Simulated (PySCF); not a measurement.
# A ladder of Hamiltonians for Br¹⁷⁺ (bromine, charge +17)

Occupied: 1s1/2, 2s1/2, 2p1/2, 2p3/2, 3s1/2, 3p1/2, 3p3/2. Hartree-Fock calculated with PySCF 2.14 in an uncontracted even-tempered set (21 s from 0.72 bohr⁻², ratio 2.3; 16 p from 0.86 bohr⁻², ratio 2.3), Gaussian nucleus throughout. NR is non-relativistic, sf-X2C the spin-free one-electron X2C Hamiltonian, X2C adds the bare one-electron spin-orbit term, X2C-SNSO screens it by Boettger's factors, DC is four-component Dirac-Coulomb, and the Gaunt term is added at first order (total energies over the DC spinors, levels after relaxing the spinors in that mean field). QED terms are absent. Levels marked empty are virtual spinors of this ion; the basis has s and p functions only, so 3d, which can lie below the n = 4 levels, is absent.

```json
{"Hamiltonian": "NR", "E (hartree)": "-2421.7815", "E − E(DC) (hartree)": "32.9601", "CPU seconds": "0.66"}
{"Hamiltonian": "sf-X2C", "E (hartree)": "-2454.1382", "E − E(DC) (hartree)": "0.6034", "CPU seconds": "0.37"}
{"Hamiltonian": "X2C", "E (hartree)": "-2454.3058", "E − E(DC) (hartree)": "0.4357", "CPU seconds": "0.58"}
{"Hamiltonian": "X2C-SNSO", "E (hartree)": "-2454.2870", "E − E(DC) (hartree)": "0.4546", "CPU seconds": "0.59"}
{"Hamiltonian": "DC", "E (hartree)": "-2454.7416", "E − E(DC) (hartree)": "0.0000", "CPU seconds": "32"}
{"Hamiltonian": "DC+Gaunt", "E (hartree)": "-2453.3373", "E − E(DC) (hartree)": "1.4042", "CPU seconds": "68"}
```

```json
{"level (eV)": "1s1/2", "NR": "-13961.0", "sf-X2C": "-14183.4", "X2C": "-14183.1", "X2C-SNSO": "-14183.1", "DC": "-14191.3", "DC+Gaunt": "-14169.8"}
{"level (eV)": "2s1/2", "NR": "-2398.2", "sf-X2C": "-2451.0", "X2C": "-2450.8", "X2C-SNSO": "-2450.9", "DC": "-2451.7", "DC+Gaunt": "-2449.9"}
{"level (eV)": "2p1/2", "NR": "-2219.0", "sf-X2C": "-2231.4", "X2C": "-2266.4", "X2C-SNSO": "-2264.4", "DC": "-2264.5", "DC+Gaunt": "-2261.4"}
{"level (eV)": "2p3/2", "NR": "-2219.0", "sf-X2C": "-2231.4", "X2C": "-2214.6", "X2C-SNSO": "-2215.6", "DC": "-2216.2", "DC+Gaunt": "-2214.0"}
{"level (eV)": "3s1/2", "NR": "-784.49", "sf-X2C": "-797.00", "X2C": "-796.97", "X2C-SNSO": "-796.97", "DC": "-797.13", "DC+Gaunt": "-796.80"}
{"level (eV)": "3p1/2", "NR": "-716.08", "sf-X2C": "-719.80", "X2C": "-726.84", "X2C-SNSO": "-726.42", "DC": "-726.44", "DC+Gaunt": "-725.85"}
{"level (eV)": "3p3/2", "NR": "-716.08", "sf-X2C": "-719.80", "X2C": "-716.43", "X2C-SNSO": "-716.62", "DC": "-716.73", "DC+Gaunt": "-716.33"}
{"level (eV)": "4s1/2 (empty)", "NR": "-345.24", "sf-X2C": "-349.22", "X2C": "-349.22", "X2C-SNSO": "-349.22", "DC": "-349.26", "DC+Gaunt": "-349.15"}
{"level (eV)": "4p1/2 (empty)", "NR": "-322.63", "sf-X2C": "-324.02", "X2C": "-326.09", "X2C-SNSO": "-325.97", "DC": "-325.97", "DC+Gaunt": "-325.79"}
{"level (eV)": "4p3/2 (empty)", "NR": "-322.63", "sf-X2C": "-324.02", "X2C": "-323.04", "X2C-SNSO": "-323.09", "DC": "-323.12", "DC+Gaunt": "-323.00"}
```

```
interval (eV)      sf-X2C    X2C  X2C-SNSO     DC  DC+Gaunt
2p3/2 − 2p1/2  -6.330e-10  51.81     48.79  48.31     47.41
3p3/2 − 3p1/2  -2.111e-10  10.41     9.805  9.710     9.526
4p3/2 − 4p1/2  -2.531e-10  3.053     2.876  2.850     2.795
```

Weight of the small component: 1s1/2 0.0161, 2s1/2 0.00325, 2p1/2 0.00321, 2p3/2 0.00314, 3s1/2 0.00100, 3p1/2 0.000954, 3p3/2 0.000939, 4s1/2 0.000394, 4p1/2 0.000377, 4p3/2 0.000372.

Koopmans' value for the highest occupied level at DC+Gaunt: 716.33 eV, against an ionisation energy of 716.3 ± 2.3 eV (semi-empirical (NIST evaluation); NIST Atomic Spectra Database, ionization energies); the former lacks relaxation, correlation, QED and recoil.

The whole ladder took 110 s of wall time on 1 thread of Intel(R) Xeon(R) Platinum 8259CL CPU @ 2.50GHz (shared host), launched as `OMP_NUM_THREADS=1 python relrun2.py TASK.json OUT` (a driver that calls PySCF for each Hamiltonian).
